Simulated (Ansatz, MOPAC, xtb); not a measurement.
The molecule CI, multiplicity 2 (lowest of 2S+1 = 2, 4 at CCSD(T)/def2-TZVPP on PBE0 minima; our sources give no spin for the ground state, which may be another). No spin–orbit coupling.

Constants: fifth-degree fit in 1/R to seven points, most abundant isotopes. In def2 and cc sets the state is the lowest found near the PBE0 minimum, followed along R.

Run with Ansatz (a first-principles code); MOPAC for PM3, PM6, PM7 (differences of heats of formation); xtb for the GFN methods. Each number belongs to the level named beside it. In def2 rows elements past Kr take small-core potentials, without spin–orbit coupling. The GFN methods have no spin term and hold the electronic entropy of 300 K.

```json
[
 {"level": "PM3", "r_e (Å)": "1.948", "ω_e (cm⁻¹)": "859", "ω_e x_e (cm⁻¹)": "8.6", "B_e (cm⁻¹)": "0.405", "dipole (D)": "-"},
 {"level": "PM6", "r_e (Å)": "2.131", "ω_e (cm⁻¹)": "550", "ω_e x_e (cm⁻¹)": "2.0", "B_e (cm⁻¹)": "0.339", "dipole (D)": "-"},
 {"level": "PM7", "r_e (Å)": "2.046", "ω_e (cm⁻¹)": "655", "ω_e x_e (cm⁻¹)": "2.7", "B_e (cm⁻¹)": "0.367", "dipole (D)": "-"},
 {"level": "GFN1-xTB", "r_e (Å)": "1.962", "ω_e (cm⁻¹)": "877", "ω_e x_e (cm⁻¹)": "5.0", "B_e (cm⁻¹)": "0.399", "dipole (D)": "-"},
 {"level": "GFN2-xTB", "r_e (Å)": "1.990", "ω_e (cm⁻¹)": "794", "ω_e x_e (cm⁻¹)": "4.9", "B_e (cm⁻¹)": "0.388", "dipole (D)": "-"},
 {"level": "SVWN5/def2-TZVPP", "r_e (Å)": "2.006", "ω_e (cm⁻¹)": "661", "ω_e x_e (cm⁻¹)": "3.2", "B_e (cm⁻¹)": "0.382", "dipole (D)": "2.10"},
 {"level": "PBE/def2-TZVPP", "r_e (Å)": "2.036", "ω_e (cm⁻¹)": "631", "ω_e x_e (cm⁻¹)": "3.2", "B_e (cm⁻¹)": "0.371", "dipole (D)": "1.91"},
 {"level": "r2SCAN/def2-TZVPP", "r_e (Å)": "2.032", "ω_e (cm⁻¹)": "637", "ω_e x_e (cm⁻¹)": "3.1", "B_e (cm⁻¹)": "0.373", "dipole (D)": "1.77"},
 {"level": "B97M-V/def2-TZVPP", "r_e (Å)": "2.020", "ω_e (cm⁻¹)": "647", "ω_e x_e (cm⁻¹)": "3.5", "B_e (cm⁻¹)": "0.377", "dipole (D)": "1.88"},
 {"level": "B3LYP/def2-TZVPP", "r_e (Å)": "2.039", "ω_e (cm⁻¹)": "624", "ω_e x_e (cm⁻¹)": "3.0", "B_e (cm⁻¹)": "0.370", "dipole (D)": "1.75"},
 {"level": "PBE0/def2-TZVPP", "r_e (Å)": "2.020", "ω_e (cm⁻¹)": "653", "ω_e x_e (cm⁻¹)": "3.1", "B_e (cm⁻¹)": "0.377", "dipole (D)": "1.76"},
 {"level": "BHLYP/def2-TZVPP", "r_e (Å)": "2.027", "ω_e (cm⁻¹)": "641", "ω_e x_e (cm⁻¹)": "3.0", "B_e (cm⁻¹)": "0.374", "dipole (D)": "1.56"},
 {"level": "CAM-B3LYP/def2-TZVPP", "r_e (Å)": "2.018", "ω_e (cm⁻¹)": "650", "ω_e x_e (cm⁻¹)": "3.0", "B_e (cm⁻¹)": "0.377", "dipole (D)": "1.79"},
 {"level": "wB97X-V/def2-TZVPP", "r_e (Å)": "2.013", "ω_e (cm⁻¹)": "663", "ω_e x_e (cm⁻¹)": "3.0", "B_e (cm⁻¹)": "0.379", "dipole (D)": "1.75"},
 {"level": "wB97M-V/def2-TZVPP", "r_e (Å)": "2.014", "ω_e (cm⁻¹)": "658", "ω_e x_e (cm⁻¹)": "3.1", "B_e (cm⁻¹)": "0.379", "dipole (D)": "1.77"},
 {"level": "B2PLYP/def2-TZVPP", "r_e (Å)": "2.027", "ω_e (cm⁻¹)": "641", "ω_e x_e (cm⁻¹)": "3.1", "B_e (cm⁻¹)": "0.374", "dipole (D)": "-"},
 {"level": "CCSD/def2-TZVPP", "r_e (Å)": "2.024", "ω_e (cm⁻¹)": "645", "ω_e x_e (cm⁻¹)": "3.3", "B_e (cm⁻¹)": "0.375", "dipole (D)": "-"},
 {"level": "CCSD/def2-QZVPP", "r_e (Å)": "2.018", "ω_e (cm⁻¹)": "648", "ω_e x_e (cm⁻¹)": "3.2", "B_e (cm⁻¹)": "0.377", "dipole (D)": "-"},
 {"level": "CCSD(T)/def2-TZVPP", "r_e (Å)": "2.027", "ω_e (cm⁻¹)": "641", "ω_e x_e (cm⁻¹)": "3.3", "B_e (cm⁻¹)": "0.374", "dipole (D)": "-"},
 {"level": "CCSD(T)/def2-QZVPP", "r_e (Å)": "2.021", "ω_e (cm⁻¹)": "644", "ω_e x_e (cm⁻¹)": "3.1", "B_e (cm⁻¹)": "0.376", "dipole (D)": "-"},
 {"level": "CCSD(T)/CBS(def2-TZVPP, def2-QZVPP)", "r_e (Å)": "2.020", "ω_e (cm⁻¹)": "645", "ω_e x_e (cm⁻¹)": "3.0", "B_e (cm⁻¹)": "0.377", "dipole (D)": "-"}
]
```

Correlated levels freeze the inner cores; with def2 sets outer-core shells near the valence are correlated too. CBS: X⁻³ extrapolation of the correlation energy, Hartree–Fock from the larger set. The state reached by PM3, PM6, PM7 isn't checked; PM7 holds dispersion and hydrogen-bond terms.

Doubts at one or more of the structures used: a spin-contaminated determinant (CCSD/def2-TZVPP, CCSD/def2-QZVPP, CCSD(T)/def2-TZVPP, CCSD(T)/def2-QZVPP, CCSD(T)/CBS(def2-TZVPP, def2-QZVPP)).
